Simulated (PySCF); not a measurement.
A structure optimised at PBE0-D3(BJ)/def2-SVP, used in a PySCF frequency run:

```
Si
O 1 1.6773
H 2 0.9620 1 116.06
N 1 1.7300 2 117.67 3 -75.86
H 4 1.0139 1 122.64 2 75.53
H 4 1.0153 5 111.62 1 149.40
H 1 1.4989 2 108.02 3 42.89
Si 1 2.3419 7 116.43 4 113.39
N 8 1.7446 1 102.95 7 -110.13
H 9 1.0148 8 120.04 1 -178.85
H 9 1.0157 10 110.65 8 139.41
H 8 1.4958 9 108.42 10 -59.54
H 8 1.5064 12 106.15 9 -125.27
```
Charge 0, spin multiplicity 1.

Write its SMILES and formula.

N[SiH2][Si@@H](N)O, H8N2OSi2

What are its rotational constants (standard atomic weights)?

4.4439, 2.0146, 1.5379 GHz
